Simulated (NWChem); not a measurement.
Everything below was run with NWChem. System: phosphoric acid (H$_{3}$O$_{4}$P), charge 0, spin multiplicity 1, at a geometry optimised with PBE/def2-SVP. Level: RHF/def2-SVP.

The NWChem input:

```
start mol
memory heap 200 mb stack 900 mb global 1100 mb
geometry units angstroms nocenter noautoz noautosym
  O      0.487132     0.086729     1.495609
  P      0.095346    -0.002506    -0.082036
  O      1.228039    -0.032234    -1.056598
  O     -0.911286    -1.281982    -0.087995
  O     -0.957722     1.231505    -0.218691
  H      1.278316     0.650631     1.600741
  H     -0.399210    -2.095207    -0.265316
  H     -1.078603     1.450030    -1.163485
end
basis spherical
  * library def2-svp
end
scf
  rhf
  nopen 0
  maxiter 100
  thresh 1e-7
  semidirect memsize 60000000 filesize 0
end
task scf energy
```

Output (cleaned and shortened):

```
             Northwest Computational Chemistry Package (NWChem) 7.3.0
             --------------------------------------------------------

                                NWChem Input Module
                                -------------------

 Scaling coordinates for geometry "geometry" by  1.889725989
 (inverse scale =  0.529177249)

                             Geometry "geometry" -> ""
                             -------------------------

 Output coordinates in angstroms (scale by  1.889725989 to convert to a.u.)

  No.       Tag          Charge          X              Y              Z
 ---- ---------------- ---------- -------------- -------------- --------------
    1 O                    8.0000     0.48713200     0.08672900     1.49560900
    2 P                   15.0000     0.09534600    -0.00250600    -0.08203600
    3 O                    8.0000     1.22803900    -0.03223400    -1.05659800
    4 O                    8.0000    -0.91128600    -1.28198200    -0.08799500
    5 O                    8.0000    -0.95772200     1.23150500    -0.21869100
    6 H                    1.0000     1.27831600     0.65063100     1.60074100
    7 H                    1.0000    -0.39921000    -2.09520700    -0.26531600
    8 H                    1.0000    -1.07860300     1.45003000    -1.16348500

 Effective nuclear repulsion energy (a.u.)     275.2282217444

            Nuclear Dipole moment (a.u.)
            ----------------------------
        X                 Y               Z
 ---------------- ---------------- ----------------
    -0.0000056692     0.0000151178    -0.0000000000


 Summary of "ao basis" -> "" (spherical)
 ------------------------------------------------------------------------------
       Tag                 Description            Shells   Functions and Types
 ---------------- ------------------------------  ------  ---------------------
 *                          def2-svp                  on all atoms

 Summary of "ao basis" -> "ao basis" (spherical)
 ------------------------------------------------------------------------------
       Tag                 Description            Shells   Functions and Types
 ---------------- ------------------------------  ------  ---------------------
 O                          def2-svp                 6       14   3s2p1d
 P                          def2-svp                 8       18   4s3p1d
 H                          def2-svp                 3        5   2s1p

                                 NWChem SCF Module
                                 -----------------

  ao basis        = "ao basis"
  functions       =    89
  atoms           =     8
  closed shells   =    25
  open shells     =     0
  charge          =   0.00
  wavefunction    = RHF
  use symmetry    = F
  symmetry adapt  = F

 Summary of "ao basis" -> "ao basis" (spherical)
 ------------------------------------------------------------------------------
       Tag                 Description            Shells   Functions and Types
 ---------------- ------------------------------  ------  ---------------------
 O                          def2-svp                 6       14   3s2p1d
 P                          def2-svp                 8       18   4s3p1d
 H                          def2-svp                 3        5   2s1p

 Forming initial guess at       0.0s

      Superposition of Atomic Density Guess
      -------------------------------------

 Sum of atomic energies:        -640.80011283

      Non-variational initial energy
[...]
                 6     -641.6829516596  7.67D-09  1.49D-09      1.2

       Final RHF  results
       ------------------

         Total SCF energy =   -641.682951659626
      One-electron energy =  -1434.175077789184
      Two-electron energy =    517.263904385133
 Nuclear repulsion energy =    275.228221744425

        Time for solution =      0.8s

             Final eigenvalues
             -----------------

              1
    1  -80.1203
    2  -20.6097
    3  -20.6096
    4  -20.6096
    5  -20.5262
    6   -7.6619
    7   -5.5651
    8   -5.5651
    9   -5.5644
   10   -1.4403
   11   -1.3677
   12   -1.3677
   13   -1.2884
   14   -0.8678
   15   -0.7452
   16   -0.7452
   17   -0.6867
   18   -0.6363
   19   -0.6363
   20   -0.5748
   21   -0.5748
   22   -0.5651
   23   -0.5404
   24   -0.4774
   25   -0.4774
   26    0.1459
   27    0.1871
   28    0.1871
   29    0.2922
   30    0.3116
   31    0.3117
   32    0.3859
   33    0.4764
   34    0.6984
   35    0.6984

                       ROHF Final Molecular Orbital Analysis
                       -------------------------------------

 Vector   23  Occ=2.000000D+00  E=-5.403689D-01
              MO Center= -9.6D-02,  2.6D-03,  8.2D-02, r^2= 3.1D+00
   Bfn.  Coefficient  Atom+Function         Bfn.  Coefficient  Atom+Function
  ----- ------------  ---------------      ----- ------------  ---------------
    52      0.316264  4 O  pz                64     -0.285228  5 O  px
     5      0.273877  1 O  py                55      0.242590  4 O  pz
    67     -0.221963  5 O  px                 8      0.213657  1 O  py
    36     -0.194686  3 O  px                38      0.167489  3 O  pz
    65     -0.165048  5 O  py                 4     -0.164144  1 O  px

 Vector   24  Occ=2.000000D+00  E=-4.774428D-01
              MO Center=  8.4D-01,  7.8D-02, -7.7D-01, r^2= 1.8D+00
   Bfn.  Coefficient  Atom+Function         Bfn.  Coefficient  Atom+Function
  ----- ------------  ---------------      ----- ------------  ---------------
    37      0.434222  3 O  py                40      0.343704  3 O  py
    38     -0.252892  3 O  pz                36     -0.206190  3 O  px
    41     -0.201066  3 O  pz                64     -0.191602  5 O  px
    39     -0.163976  3 O  px                67     -0.154025  5 O  px

 Vector   25  Occ=2.000000D+00  E=-4.774417D-01
              MO Center=  8.9D-01, -1.2D-01, -7.1D-01, r^2= 1.8D+00
   Bfn.  Coefficient  Atom+Function         Bfn.  Coefficient  Atom+Function
  ----- ------------  ---------------      ----- ------------  ---------------
    37      0.326114  3 O  py                38      0.324988  3 O  pz
    36      0.288177  3 O  px                40      0.259310  3 O  py
    41      0.257226  3 O  pz                39      0.228122  3 O  px
     6      0.151794  1 O  pz

 Vector   26  Occ=0.000000D+00  E= 1.458752D-01
              MO Center=  3.6D-02, -8.1D-04, -3.0D-02, r^2= 7.1D+00
   Bfn.  Coefficient  Atom+Function         Bfn.  Coefficient  Atom+Function
  ----- ------------  ---------------      ----- ------------  ---------------
    76      0.746363  6 H  s                 81      0.746250  7 H  s
    86      0.746240  8 H  s                  3     -0.568233  1 O  s
    49     -0.568170  4 O  s                 63     -0.568145  5 O  s
    18      0.319067  2 P  s                 69      0.215288  5 O  pz
    53     -0.178409  4 O  px                 7     -0.162051  1 O  px

 Vector   27  Occ=0.000000D+00  E= 1.871184D-01
              MO Center=  8.1D-01, -2.5D-01,  8.4D-01, r^2= 6.6D+00
   Bfn.  Coefficient  Atom+Function         Bfn.  Coefficient  Atom+Function
  ----- ------------  ---------------      ----- ------------  ---------------
    76      1.193377  6 H  s                 81     -0.892392  7 H  s
     3     -0.654530  1 O  s                 49      0.485007  4 O  s
     7     -0.305105  1 O  px                86     -0.301131  8 H  s
    54     -0.252513  4 O  py                 8     -0.218443  1 O  py
    63      0.169666  5 O  s                  4     -0.150590  1 O  px

 Vector   28  Occ=0.000000D+00  E= 1.871216D-01
              MO Center= -7.0D-01,  2.5D-01, -9.3D-01, r^2= 6.6D+00
   Bfn.  Coefficient  Atom+Function         Bfn.  Coefficient  Atom+Function
  ----- ------------  ---------------      ----- ------------  ---------------
    86      1.204258  8 H  s                 81     -0.862844  7 H  s
    63     -0.657920  5 O  s                 49      0.475807  4 O  s
    69      0.362939  5 O  pz                76     -0.341335  6 H  s
    54     -0.231454  4 O  py                 3      0.182031  1 O  s
    66      0.179027  5 O  pz

 center of mass
 --------------
 x =   0.00562340 y =  -0.00015152 z =  -0.00484408

 moments of inertia (a.u.)
 ------------------
         415.676952785731           0.138412356592           4.556481065861
           0.138412356592         420.960174953924          -0.114503009991
           4.556481065861          -0.114503009991         417.043189359213

  Mulliken analysis of the total density
  --------------------------------------

    Atom       Charge   Shell Charges
 -----------   ------   -------------------------------------------------------
    1 O    8     8.52   1.99  1.06  0.71  2.85  1.90  0.01
    2 P   15    13.48   2.00  1.99  0.97 -0.12  5.94  1.30  0.68  0.72
    3 O    8     8.69   1.99  1.07  0.79  2.78  2.04  0.02
    4 O    8     8.52   1.99  1.06  0.71  2.85  1.90  0.01
    5 O    8     8.52   1.99  1.06  0.71  2.85  1.90  0.01
    6 H    1     0.76   0.64  0.04  0.07
    7 H    1     0.76   0.64  0.04  0.07
    8 H    1     0.76   0.64  0.04  0.07

       Multipole analysis of the density wrt the origin
       ------------------------------------------------

     L   x y z        total         open         nuclear
     -   - - -        -----         ----         -------
     0   0 0 0     -0.000000      0.000000     50.000000

     1   1 0 0     -0.001092      0.000000     -0.000006
     1   0 1 0      0.000200      0.000000      0.000015
     1   0 0 1      0.001184      0.000000     -0.000000

     2   2 0 0    -28.654599      0.000000    110.837321
     2   1 1 0      0.192046      0.000000      0.115568
     2   1 0 1      6.284482      0.000000      3.767383
     2   0 2 0    -21.352684      0.000000    115.220537
     2   0 1 1     -0.165262      0.000000     -0.101921
     2   0 0 2    -26.755977      0.000000    111.981171

 Task  times  cpu:        1.2s     wall:        1.2s

 Total times  cpu:        1.2s     wall:        1.2s
```
